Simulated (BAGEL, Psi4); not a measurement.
## How basis sets differ on SiHI3 (triiodosilane)

SiHI3 has 5 atoms, charge 0, and is taken as a singlet. SMILES: `I[SiH](I)I`. The coordinates come from a PBE0-D4/def2-TZVP relaxation.

Quantity: the HOMO–LUMO gap, in eV. The values are calculated.

```json
{"level": "PBE0/def2-SVP (core potential)", "kind": "global hybrid", "program": "Psi4", "value (eV)": "5.62", "CPU time": "11 s"}
{"level": "PBE0/x2c-SV(P)all (DKH2, density fitting with AutoAux)", "kind": "global hybrid", "program": "BAGEL", "value (eV)": "5.67", "CPU time": "33 s"}
{"level": "PBE0/x2c-SVPall (DKH2, density fitting with AutoAux)", "kind": "global hybrid", "program": "BAGEL", "value (eV)": "5.67", "CPU time": "33 s"}
{"level": "PBE0/x2c-TZVPall (DKH2, density fitting with AutoAux)", "kind": "global hybrid", "program": "BAGEL", "value (eV)": "5.68", "CPU time": "2.2 min"}
```

The values span 5.62 to 5.68 eV. Orbital gaps aren't excitation energies. CPU times are rough (shared hosts, several kinds of processor and program).
